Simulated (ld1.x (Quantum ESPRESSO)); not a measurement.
Which change was made? (C, ultrasoft)

- Element: C (Z = 6)
- Generator: ld1.x (Quantum ESPRESSO) 7.5
- Type: ultrasoft
- Functional: PBE
- Relativity: scalar-relativistic
- Frozen core: [He]
- Valence charge: 4
- Reference configuration: 2s2 2p2
- Partial waves: 2s (bound): rcut 0.70, rcutus 0.95 bohr; 2s channel at 3.1 Ry: rcut 0.70, rcutus 0.95 bohr; 2p (bound): rcut 1.95, rcutus 2.60 bohr; 2p channel at 0.5 Ry: rcut 1.95, rcutus 2.60 bohr
- Local potential: all-electron potential smoothed inside 1.55 bohr (lloc = -1)
- Core correction: a·sin(br)/r model core inside 0.80 bohr
- Augmentation charge: built from norm-conserving waves at rcut, not smoothed further

Cutoffs, loose and tight: the cutoffs (Ry, on a coarse ladder) from which the occupation-weighted sum of valence levels, in a spherical-Bessel basis at the reference potential, stays within 10 and 1 mRy of its value at 400 Ry. They do not see the model core or the augmentation charge, which bear on the density cutoff. Test errors are all-electron minus pseudo excitation energies from the reference, over the configurations 2s2 2p1; 2s2 2p0; 2s1 2p0; 2s2 2p1.5; 2s1 2p3; 2s1 2p2; 2s2 2p2.3; variants that change the core or the reference have their own tests.

The base gives: outcome: generated; bound ghosts: not determined; largest test error (meV): +495.

(1) After one change the result is: outcome: generated, overlap not positive; bound ghosts: not determined (overlap not positive); largest test error (meV): +1231. Which change was it?
A. local potential all-electron potential smoothed inside 2.94 bohr (lloc = -1)
B. all radii but the core radius scaled by about 1.30 (s 1.24, p 3.38 bohr, rcut 0.90/2.52); local potential all-electron potential smoothed inside 2.00 bohr (lloc = -1)
C. augmentation PSQ, radius 0.60 bohr

Results:

(1) B. The others give: augmentation PSQ, radius 0.60 bohr → outcome: generated; cutoff, loose: 35 Ry; cutoff, tight: 45 Ry; bound ghosts: none; largest test error (meV): +126 | local potential all-electron potential smoothed inside 2.94 bohr (lloc = -1) → outcome: generated, overlap not positive; bound ghosts: not determined (overlap not positive); largest test error (meV): +484. A file whose overlap is not positive is unfit for use, and its test errors describe a broken file.
